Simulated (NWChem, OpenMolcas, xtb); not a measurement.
**How methods differ on AlBNH4F (SMILES [NH2][AlH][BH]F)**

The species is AlBNH4F (8 atoms), meant as a singlet with charge 0. SMILES: `[NH2][AlH][BH]F`. The coordinates come from a PBE0-D4/def2-TZVP relaxation. This is one conformer, not always the lowest.

Quantity: the HOMO–LUMO gap, in eV. The values are calculated.

```
           level            kind     program  value (eV)   CPU time
        GFN0-xTB  semi-empirical         xtb        2.82  under 2 s
    HF/def2-SVPD    Hartree–Fock  OpenMolcas       11.28       15 s
 SVWN5/def2-SVPD             LDA      NWChem        2.79       46 s
   PBE/def2-SVPD             GGA  OpenMolcas        2.96       43 s
  TPSS/def2-SVPD        meta-GGA  OpenMolcas        3.35       54 s
 B3LYP/def2-SVPD   global hybrid  OpenMolcas        4.75       41 s
  PBE0/def2-SVPD   global hybrid  OpenMolcas        5.12       42 s
B2PLYP/def2-SVPD   double hybrid  OpenMolcas        7.49       31 s
```

The values span 2.79 to 11.28 eV. Orbital gaps aren't excitation energies, and those of double hybrids come from the SCF part alone; they tend to grow with the share of exact exchange. CPU times are rough (shared hosts, several kinds of processor and program).
